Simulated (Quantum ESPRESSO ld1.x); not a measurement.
Problem. Radial electron density D(r) = 4 pi r^2 rho(r) of an atom or ion with 2 electrons. Method: scalar-relativistic Kohn-Sham, LDA (Slater exchange, VWN5 correlation), spin-polarised, spherical densities, point nucleus; computed with ld1.x of Quantum ESPRESSO 7.5.

```
   r/bohr * D(r) (the largest magnitude, 23.4, reaches the edge; | marks zero)
 0.006558 |      *
 0.007219 |       *
 0.007946 |        *
 0.008747 |          *
 0.009628 |           *
   0.0106 |             *
  0.01167 |               *
  0.01284 |                  *
  0.01414 |                     *
  0.01556 |                       *
  0.01713 |                           *
  0.01885 |                              *
  0.02075 |                                 *
  0.02284 |                                     *
  0.02515 |                                        *
  0.02768 |                                            *
  0.03047 |                                               *
  0.03354 |                                                  *
  0.03692 |                                                    *
  0.04064 |                                                     *
  0.04473 |                                                      *
  0.04885 |                                                      *
  0.05377 |                                                    *
  0.05919 |                                                  *
  0.06515 |                                               *
  0.07172 |                                          *
  0.07894 |                                     *
   0.0869 |                                *
  0.09565 |                          *
   0.1053 |                     *
   0.1159 |                *
   0.1276 |           *
   0.1404 |        *
   0.1546 |     *
   0.1702 |  *
   0.1873 | *
   0.2062 |*
   0.2269 |*
   0.2498 *
    0.275 *
   0.3027 *
   0.3332 *
   0.3668 *
   0.4037 *
```

What is the nuclear charge?

Solution. Z = 22. The innermost maximum, from 1s, lies near gamma/Z bohr with gamma = sqrt(1 - (Z/c)^2) = 0.987, here 0.0449 bohr (found: 0.0455), and its height grows with Z. The density is that of the titanium ion Ti20+ in [He]; the configuration itself is not fixed sharply by these data, and Z only to about a unit. D(r) has 1 maximum, at r = 0.0455 bohr.
